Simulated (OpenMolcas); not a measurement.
# How basis sets differ on SnH3OF (SMILES [OH][SnH2][F])

SnH3OF has 6 atoms, charge 0, and is taken as a singlet. SMILES: `[OH][SnH2][F]`. Geometry: relaxed at PBE0-D4/def2-TZVP. This is one conformer, not always the lowest.

```xyz
6

O    -1.4144   -0.3330   -0.4250
Sn    0.3023    0.2559    0.2837
F     1.4091   -1.3151    0.3021
H    -1.3686   -0.6857   -1.3167
H     1.0961    1.3171   -0.7821
H     0.0175    0.6967    1.8919
```

Each level gives the dipole moment (D). The values are calculated.

| level | kind | program | value (D) | CPU time |
| --- | --- | --- | --- | --- |
| HF/ANO-R0 (sfX2C) | Hartree–Fock | OpenMolcas | 1.95 | 3.7 s |
| HF/ANO-RCC-MB (DKH2) | Hartree–Fock | OpenMolcas | 2.46 | 5.9 s |
| HF/STO-3G | Hartree–Fock | OpenMolcas | 1.71 | 2.4 s |
| HF/3-21G | Hartree–Fock | OpenMolcas | 2.60 | 2.8 s |
| HF/def2-SVP (core potential) | Hartree–Fock | OpenMolcas | 2.75 | 4.3 s |
| HF/ANO-RCC-VDZP (DKH2, RICD fitting) | Hartree–Fock | OpenMolcas | 3.10 | 13 s |
| HF/def2-SVPD (core potential) | Hartree–Fock | OpenMolcas | 2.75 | 14 s |
| HF/def2-TZVP (core potential) | Hartree–Fock | OpenMolcas | 2.67 | 27 s |

All-electron rows without a relativistic Hamiltonian named are non-relativistic, while core potentials hold scalar relativity, so basis and relativity change together. The values span 1.71 to 3.10 D. Magnitudes only. Sets without polarisation functions give poor dipoles. Without the sets that lack polarisation functions the rows with a basis span only 2.67 to 3.10 D. CPU times are rough (shared hosts, several kinds of processor and program).
